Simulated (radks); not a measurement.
Values are calculated unless marked as measured or tabulated.
Numerical settings for neutral arsenic, [Ar] 3d10 4s2 4p3. Code: a radial shooting solver on a logarithmic mesh with Libxc functionals. Model: scalar-relativistic Kohn-Sham, r2SCAN, spin-polarised, spherical densities, finite nucleus; open shells are filled with parallel spins first; meta-GGA in the generalised Kohn-Sham scheme; Fermi nuclear charge, rms radius 4.0968 fm. The defaults (mesh step 0.008 in ln r, mesh end at 40 bohr or more with all orbitals vanishing there, Anderson mixing 0.5 over 9 steps, residual threshold near 1e-9 with the energy settled to 1e-9 hartree or 1e-11 of itself, here a cap of 77 iterations) give E = -2261.248 hartree and 4p at -6.310 eV in 13 iterations. Run on one thread of a shared host, so times are rough (Arm Neoverse V2): 0.15 s of CPU time, 0.15 s wall, 13 iterations on 2381 mesh points. Changes against that run (0 stands for a change within the tolerance of the run):

mesh step in ln r 0.005: iterations 14; converged yes; E (mhartree) 0; e(4p) (meV) -0.00342; CPU (s) 0.25
mesh step in ln r 0.08: iterations 11; converged yes; E (mhartree) +1.26; e(4p) (meV) -0.144; CPU (s) 0.02
mesh step in ln r 0.003: iterations 17; converged yes; E (mhartree) 0; e(4p) (meV) +0.00967; CPU (s) 0.47
mesh end (bohr) 400: iterations 13; converged yes; E (mhartree) 0; e(4p) (meV) 0; CPU (s) 0.15
mesh end (bohr) 12: iterations 13; converged yes; E (mhartree) +0.00464; e(4p) (meV) +0.535; CPU (s) 0.14
residual threshold 0.01: iterations 10; converged yes; E (mhartree) 0; e(4p) (meV) +0.135; CPU (s) 0.13
residual threshold 1e-05: iterations 11; converged yes; E (mhartree) 0; e(4p) (meV) +0.0559; CPU (s) 0.13
mixing 0.05: iterations 18; converged yes; E (mhartree) 0; e(4p) (meV) -0.0264; CPU (s) 0.21
linear mixing, mixing 1: iterations 15; converged no; E (mhartree) diverged; CPU (s) 0.4
linear mixing, mixing 0.2: iterations 62; converged yes; E (mhartree) 0; e(4p) (meV) 0; CPU (s) 0.57
mixing history 20: iterations 13; converged yes; E (mhartree) 0; e(4p) (meV) 0; CPU (s) 0.15
iteration cap 3: iterations 3; converged no; E (mhartree) +29.2; e(4p) (meV) +39.4; CPU (s) 0.05

Settings that end as converged yet miss the energy by more than 1 mhartree: mesh step in ln r 0.08 (+0.00126 hartree). A mesh that ends early acts as a hard wall.
